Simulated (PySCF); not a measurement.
Molecule: `InChI=1S/C7H7N/c1-2-7-3-5-8-6-4-7/h2-6H,1H2`.

Numbering as in the mapped SMILES `[CH2:1]=[CH:2][c:3]1[cH:4][cH:5][n:6][cH:7][cH:8]1` (H(Xn): hydrogen on atom n). Ha(C1) is cis to C3; Hb(C1) is trans to C3.

Geometry PBE0-D3(BJ)/def2-SVP throughout; GIAO in PySCF, gas phase, one conformer, non-relativistic; equivalent atoms averaged; basis pcSseg-1.

For orientation, PBE gives these shifts δ (against TMS, NH3 at the same level): C5/C7 153.9, C2 143.4, C3 143.7, C4/C8 122.6, N6 362.8, H(C5)/H(C7) 8.69, H(C4)/H(C8) 7.00, H(C2) 6.56, Ha(C1) 6.45 ppm.

A run gave: C5/C7 153.8, C2 143.3, C3 143.9, C4/C8 122.4, N6 359.6, H(C5)/H(C7) 8.67, H(C4)/H(C8) 6.99, H(C2) 6.55, Ha(C1) 6.44 ppm (shifts δ (against TMS, NH3 at the same level)).

Which functional was used in that run?
A. BP86
B. wB97X-D
C. KT3
D. BLYP

Results:

A. C3 tells them apart best: BP86 gives 143.9, BLYP gives 145.4, wB97X-D gives 148.9, KT3 gives 133.9 ppm.
